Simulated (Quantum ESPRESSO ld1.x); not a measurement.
Problem. All-electron atom: the bismuth ion Bi58+ in [Ar] 3d7 (the NIST ground configuration). All-electron calculation, scalar-relativistic Kohn-Sham, LDA (Slater exchange, VWN5 correlation), spin-polarised, spherical densities, point nucleus; open shells are filled with parallel spins first. Program: ld1.x of Quantum ESPRESSO 7.5. Some entries of the table are withheld. Estimate them.

orbital,occ.,eigenvalue (hartree),<r^2> (bohr^2),<1/r> (bohr^-1)
1s up,1,-3469.33,0.0003462,103.3
1s down,1,-3469.32,0.0003462,103.3
2s up,1,-734.677,0.005205,24.36
2s down,1,-734.106,0.005201,24.37
2p up,3,-648.637,0.004441,21.29
2p down,3,-648.156,0.004436,21.30
3s up,1,-269.606,(1),(2)
3s down,1,-268.961,(3),(4)
3p up,3,-244.723,0.03204,8.485
3p down,3,-244.085,0.03211,8.471
3d up,5,-222.076,0.02574,(5)
3d down,2,-221.295,0.02583,(6)

Solution. 
(1) 3s up <r^2> (bohr^2): 0.03147
(2) 3s up <1/r> (bohr^-1): 9.360
(3) 3s down <r^2> (bohr^2): 0.03152
(4) 3s down <1/r> (bohr^-1): 9.346
(5) 3d up <1/r> (bohr^-1): 7.959
(6) 3d down <1/r> (bohr^-1): 7.951
